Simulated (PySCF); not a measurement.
Unknowns

[PySCF 2.14: GIAO PBE0/pcSseg-1 shieldings; coordinates at the GFN2-xTB level; no solvent; equivalent nuclei averaged; one computed conformer; no relativistic terms]

Shifts are taken against calculated references (same method and geometry level): 1H, 13C against TMS. Where no couplings were computed, multiplicities follow the n + 1 count of equivalent neighbours, and m marks all less simple cases (inequivalent or close neighbours, rings, F or P nearby). Shifts are as computed. Against solution values, carbons near 30 ppm lie about +3 ppm off and those near 130 ppm about +5 ppm. Of 1211 compounds with measured shifts, 218 miss one by over three times the rms of a fit or turn the order of signals round; such compounds aren't used in these exercises.

Task: C$_{7}$H$_{8}$. 1H NMR (300 MHz, computed): δ 6.72 (m, 2H), 6.30 (d, 2H), 1.55 (s, 4H). 13C{1H} NMR (computed): δ 147.6 (CH), 136.7 (CH), 41.3 (C), 15.0 (CH2). Give a structure.

Result: `C1=CC=CC12CC2`. The formula gives 4 degrees of unsaturation (2 rings in the answer). 4 carbon signals for 7 carbons: some carbons are equivalent by symmetry or fast rotation. Carbon types of the structure: 1 × C, 4 × CH, 2 × CH2, which accounts for all hydrogens. δC 147.6, 136.7: alkene CH; as expected for a trigonal carbon in a double bond. δC 41.3, 15.0: three-membered-ring carbon. δH 6.72, 6.30: hydrogen on an alkene CH; a vinylic proton, deshielded by the sp2 carbon and the C=C anisotropy. δH 1.55: hydrogen on a three-membered-ring carbon; cyclopropane-type protons are shielded by the ring.

This is the structure that produced the data.

Task: C$_{2}$H$_{12}$N$_{2}$OSi$_{3}$. 1H NMR (600 MHz, computed): δ 8.50 (s, 1H), 5.16 (s, 2H), 4.85 (s, 6H), 2.99 (s, 3H). 13C{1H} NMR (computed): δ 174.0, 28.0. What is it?

Result: `CN(C=O)[SiH2]N([SiH3])[SiH3]`. The formula gives 1 degree of unsaturation (no ring in the answer). 2 carbon signals for 2 carbons: no two carbons are equivalent. Carbon types of the structure: 1 × CH, 1 × CH3, leaving 8 H on heteroatoms. δC 174.0: amide carbonyl carbon; lone-pair donation from the attached heteroatom keeps it upfield of a ketone carbonyl. δC 28.0: methyl carbon bonded to N; pulled downfield by the heteroatom. δH 5.16: hydrogen on a silicon bonded to 2 N. δH 2.99: hydrogen on a methyl carbon bonded to N; its carbon carries N, which withdraws density.

The shifts were computed for this structure.
